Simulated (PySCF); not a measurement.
Job for PySCF: R-B3LYP/LANL2DZ on FHSTe (SMILES F[Te]S), a point of a torsion scan.

```python
from pyscf import gto, scf, dft, mp
from pyscf.data.elements import chemcore

mol = gto.M(
    atom='''
    F     1.59558603   -0.82409111    0.27577948
    Te    0.97434394    0.98648569   -0.27099099
    S    -1.30727462    0.48451773    0.33537898
    H    -0.98251096   -0.73894634    0.72246125
    ''',
    basis='lanl2dz',
    ecp={'S': 'lanl2dz', 'Te': 'lanl2dz'},
    charge=0, spin=0, verbose=3, max_memory=1800)
mf = dft.RKS(mol, xc='b3lyp')
mf.conv_tol = 1e-8
mf.max_cycle = 100
mf.kernel()
if not mf.converged:
    mf = mf.newton().run(mf.mo_coeff, mf.mo_occ)
```

Program output:

```
converged SCF energy = -118.577493060223
```

Self-consistency was reached.

Cost: roughly 3 core-seconds.
